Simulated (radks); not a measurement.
Numerical settings for the carbon ion C+, [He] 2s2 2p1. All-electron calculation, Dirac Kohn-Sham, LDA (Slater exchange, Perdew-Wang correlation), spin-unpolarised, spherical densities, point nucleus; open shells fill j = l - 1/2 first. Program: a radial shooting solver on a logarithmic mesh with Libxc functionals. The defaults (mesh step 0.008 in ln r, mesh end at 40 bohr or more with all orbitals vanishing there, Anderson mixing 0.5 over 9 steps, residual threshold near 1e-9 with the energy settled to 1e-9 hartree or 1e-11 of itself, here a cap of 50 iterations) give E = -37.0372 hartree and 2p1/2 at -17.126 eV in 13 iterations. Run on one thread of a shared host, so times are rough (Arm Neoverse V1): 0.04 s of CPU time, 0.04 s wall, 13 iterations on 2476 mesh points. Changes against that run (0 stands for a change within the tolerance of the run):

[
 {"setting": "mesh step in ln r 0.005", "iterations": "13", "converged": "yes", "E (mhartree)": "0", "e(2p1/2) (meV)": "0", "CPU (s)": "0.06"},
 {"setting": "mesh step in ln r 0.03", "iterations": "13", "converged": "yes", "E (mhartree)": "0", "e(2p1/2) (meV)": "0", "CPU (s)": "0.02"},
 {"setting": "mesh step in ln r 0.012", "iterations": "13", "converged": "yes", "E (mhartree)": "0", "e(2p1/2) (meV)": "0", "CPU (s)": "0.03"},
 {"setting": "mesh end (bohr) 8", "iterations": "13", "converged": "yes", "E (mhartree)": "+0.00622", "e(2p1/2) (meV)": "+0.754", "CPU (s)": "0.04"},
 {"setting": "mesh end (bohr) 1", "iterations": "13", "converged": "level above zero", "E (mhartree)": "+2.01e+04", "e(2p1/2) (meV)": "+1.69e+05", "CPU (s)": "0.03"},
 {"setting": "residual threshold 0.1", "iterations": "8", "converged": "yes", "E (mhartree)": "0", "e(2p1/2) (meV)": "-0.0486", "CPU (s)": "0.03"},
 {"setting": "residual threshold 1e-05", "iterations": "8", "converged": "yes", "E (mhartree)": "0", "e(2p1/2) (meV)": "-0.0486", "CPU (s)": "0.03"},
 {"setting": "mixing 2.5", "iterations": "13", "converged": "yes", "E (mhartree)": "0", "e(2p1/2) (meV)": "0", "CPU (s)": "0.04"},
 {"setting": "linear mixing, mixing 0.5", "iterations": "29", "converged": "yes", "E (mhartree)": "0", "e(2p1/2) (meV)": "0", "CPU (s)": "0.07"},
 {"setting": "linear mixing, mixing 0.2", "iterations": "50", "converged": "no", "E (mhartree)": "0", "e(2p1/2) (meV)": "-0.0876", "CPU (s)": "0.11"},
 {"setting": "mixing history 2", "iterations": "20", "converged": "yes", "E (mhartree)": "0", "e(2p1/2) (meV)": "0", "CPU (s)": "0.05"},
 {"setting": "iteration cap 2", "iterations": "2", "converged": "no", "E (mhartree)": "+21.7", "e(2p1/2) (meV)": "-8.54e+03", "CPU (s)": "0.01"}
]

Settled on a wrong energy, with an occupied level pushed above zero by the early mesh end: mesh end (bohr) 1 (+20.1 hartree). Apart from these: no run marked as converged misses the energy by more than 1 mhartree. A mesh that ends early acts as a hard wall.
